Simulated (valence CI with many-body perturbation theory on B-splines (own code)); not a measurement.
Rb XVII in three bases

Calculated by valence CI with perturbative core correlation (CI+MBPT): three valence electrons over a frozen Dirac-Fock core [Ar], a basis of 7 s, 7 p, 8 d, 6 f, 4 g, 1 h functions for each j, with the one-electron correlation potential Σ1, the two-electron term Σ2, the three-electron term Σ3, Breit, model QED; selected CI, second order for the rest, scaled by the run's own slope (own B-spline code, finite nucleus).

No measured spectrum was set against this ion. As an estimate, terms of the open shell hold to 2 to 4 % of their energy, and close levels can change places. Only levels of the ground parity were solved; by the run's estimate the other parity begins above the list, which can be wrong where configurations are misplaced.

The reference run has the lowest level 3d³ ⁴F_3/2 and an ionisation energy of 601.584 eV. Its largest variational space holds 4766 state functions.

Names give the largest LS component (configuration and term), which can be under half, so a name can repeat, a term be missing and a line seem to break the LS rules; names also repeat where a configuration has a term twice. Letters in brackets count levels of one name in rising energy.

Changed runs:
A. basis 6 s, 6 p, 5 d, 5 f, 1 g
B. basis 5 s, 5 p, 4 d, 4 f

Excitation energies of the reference run in cm⁻¹, and shifts in cm⁻¹:

```csv
Level,Reference,A,B
3d³ ⁴F_5/2,7141,-18,-27
3d³ ⁴F_7/2,14954,-18,-24
3d³ ⁴F_9/2,22620,+1.6,+14
3d³ ⁴P_3/2,45415,+278,+548
3d³ ⁴P_1/2,47372,+206,+426
3d³ ²G_7/2,54815,+355,+705
3d³ ²G_9/2,58079,+348,+744
3d³ ⁴P_5/2,58236,+166,+347
3d³ ²D_3/2 [a],67564,+408,+730
3d³ ²P_1/2,71936,+505,+1006
3d³ ²H_11/2,78627,+388,+914
3d³ ²H_9/2,79994,+368,+826
Ionisation energy (eV),601.584,-0.047,-0.057
```
